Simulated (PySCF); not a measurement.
Isomers of C5H8OSi, mass 112.034 u with the commonest isotopes. Theory: PySCF 2.14.0, PBE0-D3(BJ)/def2-SVP geometry optimisation, gas phase. One conformer each, none proved a minimum here; rigid rotors.

Question: Order these by radius of gyration √(Σ m r²/M), largest first.
A. `[CH3:1][O:2][C:3]1=[CH:4][CH:5]=[CH:6][SiH2:7]1` with C1–O2–C3–C4 0°
B. `[SiH3:1][CH2:2][c:3]1[cH:4][cH:5][o:6][cH:7]1` with Si1–C2–C3–C4 74°
C. `[CH2:1]=[CH:2][C:3]#[C:4][SiH2:5][O:6][CH3:7]` with C4–Si5–O6–C7 -56°

Answer: C (2.493 Å), B (2.062 Å), A (1.926 Å).

Question: Order these by rotational constant B, smallest first.
A. `[CH:1]#[C:2][Si@H:3]1[CH2:4][CH2:5][CH2:6][O:7]1` with C2–Si3–C4–C5 133°, Si3–C4–C5–C6 -33°, C4–C5–C6–O7 42°, C5–C6–O7–Si3 -29°
B. `[CH2:1]=[CH:2][C:3]#[C:4][SiH2:5][O:6][CH3:7]` with C4–Si5–O6–C7 -56°
C. `[SiH3:1][CH2:2][c:3]1[cH:4][cH:5][o:6][cH:7]1` with Si1–C2–C3–C4 74°
D. `[CH3:1][O:2][C:3]1=[CH:4][CH:5]=[CH:6][SiH2:7]1` with C1–O2–C3–C4 0°

Answer: B (820.1 MHz), C (1213 MHz), A (1477 MHz), D (1645 MHz).

Question: Order these by out-of-plane moment Σ m c² = (Ia + Ib − Ic)/2, smallest first.
A. `[SiH3:1][CH2:2][c:3]1[cH:4][cH:5][o:6][cH:7]1` with Si1–C2–C3–C4 74°
B. `[CH:1]#[C:2][Si@H:3]1[CH2:4][CH2:5][CH2:6][O:7]1` with C2–Si3–C4–C5 133°, Si3–C4–C5–C6 -33°, C4–C5–C6–O7 42°, C5–C6–O7–Si3 -29°
C. `[CH3:1][O:2][C:3]1=[CH:4][CH:5]=[CH:6][SiH2:7]1` with C1–O2–C3–C4 0°
D. `[CH2:1]=[CH:2][C:3]#[C:4][SiH2:5][O:6][CH3:7]` with C4–Si5–O6–C7 -56°

Answer: C (4.59 u·Å²), D (8.56 u·Å²), A (29.06 u·Å²), B (35.72 u·Å²).

| SMILES | point group | Ia (u·Å²) | Ib (u·Å²) | Ic (u·Å²) | κ | μa (D) | μb (D) | μc (D) |
| --- | --- | --- | --- | --- | --- | --- | --- | --- |
| COC1=CC=C[SiH2]1 | Cs | 113.10 | 307.26 | 411.18 | -0.74 | 1.27 | 1.15 | 0.01 |
| C#C[Si@H]1CCCO1 | C1 | 109.39 | 342.15 | 380.11 | -0.91 | 0.41 | 1.48 | 0.95 |
| [SiH3]Cc1ccoc1 | C1 | 88.87 | 416.63 | 447.38 | -0.96 | 0.22 | 0.09 | 0.67 |
| C=CC#C[SiH2]OC | C1 | 88.68 | 616.24 | 687.81 | -0.97 | 1.47 | 1.11 | 0.68 |
